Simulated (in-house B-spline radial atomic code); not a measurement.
A fraction x of an electron is removed from 4d in the cerium ion Ce²⁺, starting from [Xe] 4f2 and keeping the highest spin. Computed with a B-spline radial code for spherical atoms: scalar-relativistic (X2C) PBEsol, spin-polarised, spherical fractional occupations, Fermi nucleus of rms radius 4.8771 fm.

```tsv
x	E(x) - E(0) (eV)	4d down level (eV)
0	0.0000	-115.459
0.07	8.1253	-116.697
0.18	?	?
0.28	?	?
0.45	53.7926	-123.739
0.5	60.0035	-124.699
0.51	61.2515	-124.892
0.69	84.0472	-128.407
0.77	94.3832	-129.994
1	124.8134	-134.635
```

(1) What belongs in the row x = 0.18?

(2) What belongs in the row x = 0.28?

(3) Check Janak's theorem between x = 0.45 and 0.5.

## Answers

(1) An energy change of 21.0708 eV; 4d down at -118.684 eV.

(2) An energy change of 33.0311 eV; 4d down at -120.529 eV.

(3) The slope of the energy is 124.22 eV; the orbital levels give 124.22 eV (-ε of the emptying orbital, averaged over the two points).
